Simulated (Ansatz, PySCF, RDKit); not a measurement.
Pair of molecules: CH3F (SMILES CF) (first 5 atoms) with C2H3F (SMILES C=CF); geometry from B3LYP-D3(BJ)/def2-TZVP, rigid monomers moved along the line of their centres of mass till F2···H9 is 2.69 Å.
(charge 0, multiplicity 1):
```tsv
atom	x (Å)	y (Å)	z (Å)
C	0.3677	0.6683	-0.2241
F	-1.0092	0.5520	-0.0261
H	0.5807	1.6753	-0.5837
H	0.8713	0.4874	0.7244
H	0.6732	-0.0702	-0.9659
C	-1.2895	-0.3238	3.5986
C	-0.1054	-0.3697	4.1720
F	1.0350	-0.1102	3.4894
H	-1.4122	-0.0765	2.5530
H	-2.1648	-0.5403	4.1934
H	0.1010	-0.6076	5.2069
```

Interaction energies are E(AB) − E(A) − E(B) at the monomers' geometry in the complex; basis-set methods are counterpoise corrected. Rows marked so take none. RDKit's UFF carries no charges.

Rows in 3-21G carry no dispersion term and start afresh at each structure.

Run with Ansatz (Gaussian basis) for Hartree–Fock, density functionals and correlated methods; PySCF for 3-21G rows, the dispersion terms; RDKit for the force fields. Values without a source in brackets are computed.

Problem. One of these levels gives -1.45 kcal/mol for the interaction energy. Name it.
(A) HF/3-21G (no counterpoise)
(B) PBE-D3(BJ)/def2-TZVPPD
(C) UFF
(D) r2SCAN/def2-TZVPPD

Solution. D, r2SCAN/def2-TZVPPD. The others give -0.65 (UFF), -4.43 (HF/3-21G (no counterpoise)), -2.00 (PBE-D3(BJ)/def2-TZVPPD)

Ansatz is an electronic-structure program.
